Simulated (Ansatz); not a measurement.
Insertion of a divalent centre (a silylene, a carbene or their kin)

Start structure (GeH$_{4}$Se, closed shell), relaxed at PBE0-D4/def2-TZVP:

```tsv
atom	x (Å)	y (Å)	z (Å)
Ge1	1.2818	0.6087	0.3655
H2	-0.7846	-0.5481	-1.8269
Se3	-0.9956	-0.4870	-0.3712
H4	0.5615	0.5968	1.7942
H5	1.7235	-0.9157	0.5551
H6	-1.7865	0.7454	-0.5167
```

The step: GeH₂ + H₂Se → GeH₄Se ([GeH3][SeH]); bonds formed: Ge1–H2; dative contacts that become bonds: Ge1–Se3; bonds broken: H2–Se3. Computed with Ansatz 0.2.0 (basis: def2-TZVPP and def2-QZVPP); correlated methods freeze the cores. Filled d shells of the heavier atoms are correlated. The def2 sets are not built for correlating such inner shells, so the correlated values are less sure here. Extrapolation: Hartree–Fock as exp(−7.88 √X), correlation as X^−2.97. Energies below are by CCSD(T) at an estimated basis limit (MP2 extrapolated from triple and quadruple zeta, plus CCSD(T) − MP2 in triple zeta).

**Question.** What are the electronic barrier and the energy of the step, from the start structure to the end structure? (An estimate is asked for; the value comes from the calculation.)

**Answer.** The calculation gives: Barrier 0.521 eV; step energy -1.627 eV (downhill); reverse barrier, their difference, 2.148 eV. Barrier and step energy count from the start structure, the reverse barrier from the end structure.

The saddle point: One imaginary mode of 629i cm⁻¹.
| pair | start (Å) | saddle (Å) | end (Å) |
| --- | --- | --- | --- |
| Ge1–H2 | 3.23 | 1.69 | 1.54 |
| Ge1–Se3 | 2.63 | 2.72 | 2.36 |
| H2–Se3 | 1.47 | 1.76 | 3.23 |

Zero-point energy (harmonic, PBE0-D4): ZPE is 0.801 eV at the start and 0.742 eV at the saddle, so the barrier goes from 0.521 to 0.463 eV.

No T1 diagnostic of these runs exceeds 0.013. The restricted Hartree–Fock reference is unstable towards an unrestricted one at one or more of these structures.

Losses and insertions of silylenes and their heavier kin drive the gas-phase chemistry of silicon and germanium vapour deposition.

Labels in which every atom is bracketed show which atoms are joined, not bond orders.

For scale, one of the runs: CCSD(T)/def2-TZVPP, 152 basis functions, launched by `ansatz run in.yaml --threads 2 --pin off --events-out ev --progress --plain --max-ram 4352MiB`. Time: 31 s of wall clock on 2 CPU threads of an Arm Neoverse V2; the host was shared. Peak host memory: 1 GiB.
